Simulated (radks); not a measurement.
The numbers below are computed, except where a source is named.
Question: Species: neutral tin. Configuration: [Kr] 4d10 5s2 5p2. Level of theory: Dirac Kohn-Sham, LDA (Slater exchange, Perdew-Wang correlation), spin-unpolarised, spherical densities, finite nucleus; open shells fill j = l - 1/2 first; Fermi nuclear charge, rms radius 4.6519 fm (a radial shooting solver on a logarithmic mesh with Libxc functionals). Some entries of the table are withheld. Estimate them.

orbital,occ.,eigenvalue (hartree),<r^2> (bohr^2)
1s1/2,2,(1),0.001145
2s1/2,2,-160.6370,0.01855
2p1/2,2,-150.1371,(2)
2p3/2,4,-141.6737,(3)
3s1/2,2,-30.97031,0.1321
3p1/2,2,-26.69716,(4)
3p3/2,4,-25.15202,(5)
3d3/2,4,-17.56777,0.1162
3d5/2,6,-17.24845,0.1188
4s1/2,2,-4.89499,(6)
4p1/2,2,-3.47108,0.8567
4p3/2,4,-3.18981,0.9180
4d3/2,4,-0.96195,1.423
4d5/2,6,-0.92342,1.464
5s1/2,2,(7),6.550
5p1/2,2,(8),11.56
5p3/2,0,(9),12.78

Answer: 
(1) 1s1/2 eigenvalue (hartree): -1064.218
(2) 2p1/2 <r^2> (bohr^2): 0.01377
(3) 2p3/2 <r^2> (bohr^2): 0.01508
(4) 3p1/2 <r^2> (bohr^2): 0.1268
(5) 3p3/2 <r^2> (bohr^2): 0.1354
(6) 4s1/2 <r^2> (bohr^2): 0.7587
(7) 5s1/2 eigenvalue (hartree): -0.38855
(8) 5p1/2 eigenvalue (hartree): -0.14749
(9) 5p3/2 eigenvalue (hartree): -0.13075
